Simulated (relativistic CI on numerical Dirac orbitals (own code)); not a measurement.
In XLVII: sensitivity of the levels to the model

Base calculation: Dirac-Coulomb-Breit CI, KLI orbitals optimised for each configuration, QED by a radiative potential, unscaled Slater integrals.

Configuration list (outside the closed core 1s2): 2s, 2p, 3s, 3p, 3d, 4s, 4p, 4d, 4f, 5s, 5p, 5d, 5f, 5g. Levels of other configurations are missing.

Variants: (1) valence Slater integrals scaled by 0.9; (2) Breit term removed; (3) non-relativistic limit. Shifts of the energy above 2s ²S1/2, in eV, for the lowest level and the first level of each name with at least 55 % of one term (blank where a level changes its place among those of its configuration and J or its character, or is not in the variant):

```
    Level     Base  Δ(1)   Δ(2)     Δ(3)
 2s ²S1/2     0.00  0.00   0.00     0.00
2p ²P°1/2   105.22  0.00  -4.21   -14.18
2p ²P°3/2   349.75  0.00  +0.58  -258.71
 3s ²S1/2  4468.29  0.00  +2.97  -201.35
3p ²P°1/2  4497.36  0.00  +1.84  -204.94
3p ²P°3/2  4569.96  0.00  +3.16  -277.54
 3d ²D3/2  4579.55  0.00  +4.05  -276.54
 3d ²D5/2  4601.86  0.00  +4.11  -298.85
 4s ²S1/2  6010.00  0.00  +3.66  -260.70
4p ²P°1/2  6021.91  0.00  +3.20  -262.07
4p ²P°3/2  6052.45  0.00  +3.73  -292.61
 4d ²D3/2  6056.46  0.00  +4.09  -292.24
 4d ²D5/2  6065.89  0.00  +4.12  -301.67
4f ²F°5/2  6066.10  0.00  +4.13  -301.62
4f ²F°7/2  6070.76  0.00  +4.13  -306.28
 5s ²S1/2  6716.64  0.00  +3.89  -283.65
5p ²P°1/2  6722.65  0.00  +3.66  -284.30
5p ²P°3/2  6738.24  0.00  +3.93  -299.89
 5d ²D3/2  6740.28  0.00  +4.11  -299.71
 5d ²D5/2  6745.11  0.00  +4.13  -304.54
5f ²F°5/2  6745.23  0.00  +4.13  -304.52
 5g ²G7/2  6747.61  0.00  +4.13  -306.90
```

At this charge energies of transitions that change n are usually good to better than 1 %, and those within a shell (Δn = 0) to a few per cent.

Ionisation energy from the two ground configurations alone: base 7952.64 eV; Breit term removed 7956.78 eV. The NIST ASD value (theoretical) is 7953.14 eV.
